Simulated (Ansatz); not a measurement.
Consider the redistribution: `C[BH][Al]([OH])[F]` + `[CH3][Al-]1([F])[O]C(C(F)(F)F)=CC(C(F)(F)F)=[O+]1` → `[OH][Al-]1([F])[O]C(C(F)(F)F)=CC(C(F)(F)F)=[O+]1` + `C[BH][Al]([CH3])[F]`.

Program: Ansatz. Geometries: PBE0-D4/def2-TZVP. ΔE: electronic, gas phase. CCSD(T)/CBS is the MP2 limit (def2-TZVPP, def2-QZVPP) plus CCSD(T) − MP2 in def2-TZVPP, frozen cores. DFT in def2-TZVPP. B3LYP here is the variant with VWN-RPA as its local correlation; programs differ in this. HSE06 is defined as in plane-wave codes. Each species was taken in one conformer, which may not be the lowest.

`C[BH][Al]([OH])[F]`:

```xyz
10

C     0.553   -0.995   -1.253
B     0.814   -0.576    0.214
Al   -0.378    0.902    1.193
O    -1.613    1.676    0.329
F    -0.160    1.350    2.774
H     0.005   -0.289   -1.878
H     1.422   -1.390   -1.786
H    -0.123   -1.863   -1.117
H     1.667   -1.160    0.826
H    -2.188    2.345    0.697
```

`[CH3][Al-]1([F])[O]C(C(F)(F)F)=CC(C(F)(F)F)=[O+]1`:

Z-matrix (Å, degrees):
```
C
Al 1 1.928
H 1 1.094 2 111.3
H 1 1.094 2 112.1 3 -120.3
H 1 1.094 2 111.3 3 119.3
O 2 1.847 1 113.1 3 172.4
F 2 1.655 1 122.7 3 -59.7
O 2 1.847 1 113.1 3 68.2
C 6 1.258 2 126.5 1 -128.1
C 8 1.258 2 126.5 1 128.1
C 9 1.535 6 113.7 2 -174.2
C 9 1.389 6 126.5 2 6.9
C 10 1.535 8 113.7 2 174.3
F 11 1.330 9 109.6 6 -61.2
F 11 1.327 9 109.9 6 58.1
F 11 1.331 9 111.9 6 178.6
H 12 1.077 9 120.1 6 179.9
F 13 1.330 10 109.5 8 61.2
F 13 1.331 10 111.9 8 -178.6
F 13 1.327 10 109.9 8 -58.1
```

`[OH][Al-]1([F])[O]C(C(F)(F)F)=CC(C(F)(F)F)=[O+]1`:

Z-matrix (Å, degrees):
```
Al
F 1 1.648
O 1 1.826 2 108.5
O 1 1.826 2 108.5 3 -100.9
O 1 1.684 2 123.0 3 129.5
C 3 1.259 1 126.8 2 -112.8
C 4 1.259 1 126.8 2 112.8
H 5 0.954 1 125.2 2 0.0
C 6 1.535 3 113.7 1 -179.0
C 6 1.388 3 126.4 1 1.1
C 7 1.535 4 113.7 1 179.0
F 9 1.331 6 111.8 3 -179.8
F 9 1.328 6 109.7 3 -59.5
F 9 1.328 6 109.7 3 59.9
H 10 1.077 6 120.2 3 -180.0
F 11 1.331 7 111.8 4 -180.0
F 11 1.328 7 109.7 4 59.8
F 11 1.328 7 109.8 4 -59.6
```

`C[BH][Al]([CH3])[F]`:

Cartesian coordinates in Å:
```
C 0.056 -1.751 1.504
B 0.867 -0.922 0.465
Al 0.053 0.243 -1.127
C -0.540 2.100 -1.091
F -0.087 -0.525 -2.596
H 0.587 -2.619 1.903
H -0.964 -2.029 1.237
H -0.026 -1.049 2.355
H 2.059 -0.888 0.646
H -0.029 2.688 -1.860
H -1.611 2.167 -1.308
H -0.366 2.585 -0.127
```

(1) Is it downhill or uphill in electronic energy at CCSD(T)/CBS, and by how much? (An estimate is asked.)

(2) What do these levels give: LDA (SPW92), B97M-V, PBE0-D4, r2SCAN0-D4, ωB97X-V, B3LYP, r2SCAN0, HSE06, CAM-B3LYP, MP2/def2-QZVPP, HF/CBS(def2), MP2/CBS(def2)? (Estimate.)

Largest T1 diagnostic among the species: 0.015.

## Answers

(1) Computed: Uphill: ΔE = +13.3 kJ/mol.

(2) Ansatz gave: LDA (SPW92) 14.9, B97M-V 13.3, PBE0-D4 12.8, r2SCAN0-D4 11.5, ωB97X-V 14.3, B3LYP 12.7, r2SCAN0 11.1, HSE06 11.9, CAM-B3LYP 13.4, MP2/def2-QZVPP 14.5, HF/CBS(def2) 6.9, MP2/CBS(def2) 14.3 kJ/mol.

Leaving LDA and LC-ωPBE aside and taking each functional with its dispersion term where it has one, the values, not all of them listed here, spread over 4.0 kJ/mol, from r2SCAN0-D4 to BLYP-D4. In def2-TZVPP, CCSD(T) changes the Hartree–Fock value by +6.5 kJ/mol (the triples alone add +1.2 kJ/mol) and MP2 by +7.5 kJ/mol. From BLYP to BHLYP (50 % exact exchange), in def2-TZVPP and without D4, ΔE moves by −3.1 kJ/mol.
